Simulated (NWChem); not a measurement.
System: C$_{4}$H$_{4}$OSi; SMILES C#CC1=CO[SiH2]1

The following NWChem deck was run.

```
start job
memory heap 200 mb stack 900 mb global 1100 mb
geometry units angstroms
  C      0.161598    -3.031308     0.000000
  C      0.015395    -1.823949     0.000000
  C     -0.110561    -0.425526     0.000000
  C     -1.201461     0.391729     0.000000
  O     -0.836287     1.702405     0.000000
  Si     0.829624     1.175876     0.000000
  H      0.281378    -4.098552     0.000000
  H     -2.274181     0.162343     0.000000
  H      1.547677     1.618619    -1.224517
  H      1.547677     1.618619     1.224517
end
basis spherical
  C library sto-3g
  O library sto-3g
  Si library sto-3g
  H library sto-3g
end
dft
  xc hfexch
  iterations 150
end
driver
  maxiter 120
end
task dft optimize
task dft freq
```

Parts of the log:

```
             Northwest Computational Chemistry Package (NWChem) 7.3.0
             --------------------------------------------------------

 CS  symmetry detected

                             Geometry "geometry" -> ""
                             -------------------------

 Output coordinates in angstroms (scale by  1.889725989 to convert to a.u.)

  No.       Tag          Charge          X              Y              Z
 ---- ---------------- ---------- -------------- -------------- --------------
    1 C                    6.0000     0.12888123    -3.03471348     0.00000000
    2 C                    6.0000     0.00195147    -1.82517642     0.00000000
    3 C                    6.0000    -0.10168683    -0.42492254     0.00000000
    4 C                    6.0000    -1.17941472     0.40962591     0.00000000
    5 O                    8.0000    -0.79338484     1.71431153     0.00000000
    6 Si                  14.0000     0.86391735     1.16128198     0.00000000
    7 H                    1.0000     0.23162587    -4.10373197     0.00000000
    8 H                    1.0000    -2.25565649     0.19737654     0.00000000
    9 H                    1.0000     1.58893978     1.59251735    -1.22451700
   10 H                    1.0000     1.58893978     1.59251735     1.22451700

 Effective nuclear repulsion energy (a.u.)     247.7129798047

      Symmetry information
      --------------------

 Group name             Cs
 Group number              2
 Group order               2
 No. of unique centers     9

                                Z-matrix (autoz)
                                --------

 Units are Angstrom for bonds and degrees for angles

[...]

      ----------------------
      Optimization converged
      ----------------------

  Step       Energy      Delta E   Gmax     Grms     Xrms     Xmax
  ---- ---------------- -------- -------- -------- -------- --------
@    9    -511.27463184 -2.5D-07  0.00004  0.00001  0.00054  0.00147
                                     ok       ok       ok       ok

                                Z-matrix (autoz)
                                --------

 Units are Angstrom for bonds and degrees for angles

[...]

 Rotational Constants
 --------------------
 A=   0.272946 cm-1  (  0.392700 K)
 B=   0.065107 cm-1  (  0.093672 K)
 C=   0.053488 cm-1  (  0.076955 K)

 Temperature                      =   298.15K
 frequency scaling parameter      =   1.0000

 Zero-Point correction to Energy  =   47.251 kcal/mol  (  0.075299 au)
 Thermal correction to Energy     =   50.601 kcal/mol  (  0.080637 au)
 Thermal correction to Enthalpy   =   51.193 kcal/mol  (  0.081581 au)

 Total Entropy                    =   74.783 cal/mol-K
   - Translational                =   39.579 cal/mol-K (mol. weight =  96.0031)
   - Rotational                   =   26.919 cal/mol-K (symmetry #  =        1)
   - Vibrational                  =    8.285 cal/mol-K

 Cv (constant volume heat capacity) =   19.084 cal/mol-K
   - Translational                  =    2.979 cal/mol-K
   - Rotational                     =    2.979 cal/mol-K
   - Vibrational                    =   13.125 cal/mol-K

[normal modes left out]

 ----------------------------------------------------------------------------
 Normal Eigenvalue ||           Projected Infra Red Intensities
  Mode   [cm**-1]  || [atomic units] [(debye/angs)**2] [(KM/mol)] [arbitrary]
 ------ ---------- || -------------- ----------------- ---------- -----------
    1       -0.000 ||    0.000566           0.013         0.552       0.162
    2       -0.000 ||    0.000053           0.001         0.051       0.015
    3       -0.000 ||    0.000039           0.001         0.038       0.011
    4        0.000 ||    0.000196           0.005         0.191       0.056
    5        0.000 ||    0.000636           0.015         0.620       0.182
    6        0.000 ||    0.000000           0.000         0.000       0.000
    7      185.960 ||    0.001061           0.024         1.034       0.303
    8      200.070 ||    0.000052           0.001         0.051       0.015
    9      347.962 ||    0.006465           0.149         6.302       1.849
   10      552.042 ||    0.004694           0.108         4.576       1.343
   11      580.860 ||    0.003558           0.082         3.468       1.017
   12      648.252 ||    0.009406           0.217         9.170       2.690
   13      785.397 ||    0.030400           0.701        29.635       8.694
   14      798.185 ||    0.110581           2.551       107.800      31.625
   15      800.353 ||    0.003047           0.070         2.971       0.871
   16      887.000 ||    0.031094           0.717        30.312       8.893
   17      906.765 ||    0.017549           0.405        17.108       5.019
   18      940.910 ||    0.013049           0.301        12.720       3.732
   19      957.334 ||    0.056286           1.299        54.871      16.097
   20     1107.819 ||    0.002223           0.051         2.167       0.636
   21     1216.920 ||    0.259004           5.975       252.490      74.073
   22     1240.062 ||    0.070857           1.635        69.074      20.264
   23     1376.686 ||    0.038106           0.879        37.147      10.898
   24     1505.683 ||    0.028208           0.651        27.499       8.067
   25     1936.247 ||    0.111436           2.571       108.633      31.870
   26     2664.969 ||    0.003432           0.079         3.346       0.981
   27     2872.562 ||    0.009208           0.212         8.976       2.633
   28     2913.178 ||    0.016266           0.375        15.857       4.652
   29     3694.920 ||    0.014540           0.335        14.174       4.158
   30     3947.920 ||    0.206972           4.775       201.767      59.192
 ----------------------------------------------------------------------------
```

Level: Hartree-Fock/STO-3G.
